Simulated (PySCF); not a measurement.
H6PSi, SMILES [PH3+][SiH3], charge +1.

Coordinates come from a B3LYP-D3(BJ)/def2-TZVP optimisation. The isomer is the one that the SMILES or the coordinates give; other isomers of the formula were not compared.

All values below come from TDDFT-PBE/def2-SVPD (PySCF).

Vertical excitations; the highest root listed may be one member of a degenerate set.  State labels are in the subgroup Cs.

```tsv
state	symmetry	energy (eV)	λ (nm)	f	main pairs
S1	A"	7.73	160	0.000	HOMO−1→LUMO+1 50 %, HOMO→LUMO+2 50 %
S2	A"	7.78	159	0.000	HOMO−1→LUMO, HOMO→LUMO+2, HOMO−1→LUMO+1 (degenerate set)
S3	A'	7.78	159	0.000	HOMO→LUMO, HOMO−1→LUMO+2, HOMO→LUMO+1 (degenerate set)
S4	A'	7.89	157	0.006	HOMO→LUMO, HOMO→LUMO+1, HOMO−1→LUMO+2 (degenerate set)
S5	A"	7.89	157	0.006	HOMO−1→LUMO, HOMO−1→LUMO+1, HOMO→LUMO+2 (degenerate set)
S6	A'	8.01	155	0.002	HOMO−1→LUMO+2 35 %, HOMO→LUMO+1 35 %, HOMO−2→LUMO 26 %
S7	A"	8.47	146	0.011	HOMO−2→LUMO+2 (degenerate set)
S8	A'	8.47	146	0.011	HOMO−2→LUMO+1 (degenerate set)
S9	A"	8.59	144	0.022	HOMO−1→LUMO+3 (degenerate set)
S10	A'	8.59	144	0.022	HOMO→LUMO+3 (degenerate set)
T1	A"	7.30	170	0	HOMO−1→LUMO (degenerate set)
T2	A'	7.30	170	0	HOMO→LUMO (degenerate set)
T3	A'	7.35	169	0	HOMO−1→LUMO+2 48 %, HOMO→LUMO+1 48 %
T4	A'	7.40	168	0	HOMO−2→LUMO 98 %
```
Triplets are in the Tamm–Dancoff approximation, which puts them higher than full response would, so one can lie above its singlet here.
